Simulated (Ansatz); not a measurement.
Born–Oppenheimer molecular dynamics of BF$_{3}$H$_{5}$NO (11 atoms, charge 0, multiplicity 1). It starts from a rough guess of a transition structure, not a stationary point.

Level of theory: UKS revPBE-D4/6-31G (Ansatz 0.2.0).

| Item | Value |
| --- | --- |
| ensemble | NVE (velocity Verlet) |
| time step | 0.5 fs |
| steps asked | 150 |
| starting velocities drawn for | 100 K |
| seed | 360453 |

First frame:

```xyz
11
Properties=species:S:1:pos:R:3
B -0.419 -1.231 0.057
F 1.153 -0.958 0.578
F -0.386 -2.262 -0.757
F -1.147 -1.271 1.158
H 0.200 1.130 -0.222
N -0.696 0.323 -0.808
H 1.393 0.223 0.623
O 1.199 1.472 0.495
H -0.493 0.200 -1.789
H -1.652 0.619 -0.677
H 0.849 1.756 1.341
```

Q: How far do the bonds stretch over the last three quarters of this one trajectory? (Pairs bonded in most of those frames.)

A: 
| bond | mean (Å) | spread (Å) | shortest | longest |
| --- | --- | --- | --- | --- |
| B1–F2 | 1.447 | 0.045 | 1.36 | 1.51 |
| B1–F3 | 1.430 | 0.070 | 1.33 | 1.54 |
| B1–F4 | 1.435 | 0.057 | 1.35 | 1.53 |
| B1–N6 | 1.665 | 0.081 | 1.56 | 1.81 |
| H5–N6 | 1.096 | 0.110 | 0.92 | 1.25 |
| N6–H9 | 1.030 | 0.021 | 0.99 | 1.07 |
| N6–H10 | 1.031 | 0.015 | 1.00 | 1.07 |
| H7–O8 | 1.018 | 0.076 | 0.89 | 1.13 |
| O8–H11 | 0.985 | 0.033 | 0.92 | 1.04 |

Mean temperature of the second half: 727 K. The conserved energy stayed within 1.1 meV per atom of its start (net change -0.23 meV per atom), so the integration is sound. The kinetic energy rose, since the run started high on the potential surface and went downhill. It ends in pieces (BF3H3N + H2O), so much of that is their flight and rotation, not heat. A run of 0.075 ps of so small a system gives no equilibrium averages. The orbitals were unrestricted but ended closed-shell. Limits of this set-up: no polarisation functions.

Run time: 9.2 min on 1 thread of Arm Neoverse V2, on a shared host, peak memory 0.14 GiB.
